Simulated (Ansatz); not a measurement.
`Cl[Si](Cl)(Cl)I` + H₂O → `O[Si](Cl)(Cl)Cl` + HI at 600 K and 1 bar (formal hydrolysis of the Si–I bond).

Gas-phase electronic energies from Ansatz, PBE0-D4/def2-TZVP geometries. CCSD(T)/CBS adds triple-zeta CCSD(T) − MP2 to the extrapolated MP2 energy (def2 sets, frozen cores). This one scheme is used for every species. def2 core potentials past Kr. For I outer-core shells are correlated without core-valence functions, which leaves a few kJ/mol of doubt a bond. Each species was taken in one conformer, which may not be the lowest.

| species | CCSD(T)/CBS energy (Eh) | H − E (kJ/mol) | S (J/(mol·K)) |
| --- | --- | --- | --- |
| `Cl[Si](Cl)(Cl)I` | -1966.04944 | 67.8 | 433.5 |
| H₂O | -76.37941 | 76.8 | 212.8 |
| `O[Si](Cl)(Cl)Cl` | -1744.40331 | 104.8 | 426.9 |
| HI | -298.03592 | 31.6 | 227.0 |

H − E and S are ideal-gas, rigid-rotor, harmonic terms from PBE0-D4/def2-TZVP, for one conformer and one mirror image of each species. 1 Eh = 2625.50 kJ/mol, R = 8.31446 J/(mol·K).

Task: By hand: ΔE, ΔH, ΔS and ΔG.

Result: ΔE = (-1744.40331) + (-298.03592) − (-1966.04944) − (-76.37941) = -0.01038 Eh = -27.3 kJ/mol. Δ(H − E) = 104.8 + 31.6 − 67.8 − 76.8 = -8.2, so ΔH = -35.5 kJ/mol. ΔS = 426.9 + 227.0 − 433.5 − 212.8 = 7.6 J/(mol·K). ΔG = -35.5 − 600 × (7.6)/1000 = -40.1 kJ/mol.

Task: By hand: the equilibrium constant, and the temperature at which ΔG would vanish if ΔH and ΔS stayed fixed.

Result: log₁₀ K = −ΔG/(RT ln 10) = 3.5. ΔH and −TΔS have one sign here, so there is no such temperature.

The number of gas molecules stays the same, so ΔS is small and ΔH decides. A doubt of 5 kJ/mol in ΔE shifts log₁₀ K by 0.4 here. Other conformers and mirror images would add mixing entropy, several J/(mol·K) or more a flexible species. These are equilibria of isolated gas molecules and say nothing of rates. Largest T1 diagnostic: 0.009 (customary marks: 0.02 for closed shells, 0.045 for open ones).

ΔS is within the doubt of such terms, so its sign, and with it that verdict, could turn.
